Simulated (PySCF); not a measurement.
BiO₂⁺ (singlet). All numbers come from PySCF, PBE0, basis Bi x2c-TZVPall, O x2c-TZVPall (spin-free X2C, no spin–orbit coupling, density fitting).

Harmonic bands of its minimum:

| ω (cm⁻¹) | IR (km/mol, summed over degenerate members) | degeneracy |
| --- | --- | --- |
| 101 | 31.4 | 2 |
| 776 | 0.0 | 1 |
| 849 | 14.7 | 1 |

Q: The central atom is Bi. Infer the point group and assign the bands.

A: D∞h. The modes span πu + σg+ + σu+: 101 πu, 776 σg+, 849 σu+. The computed geometry has Bi–O 1.843 Å (×2); O–Bi–O 180.0°.

This need not be the most stable arrangement of these atoms. No spin–orbit coupling is included, which matters more the heavier the element.
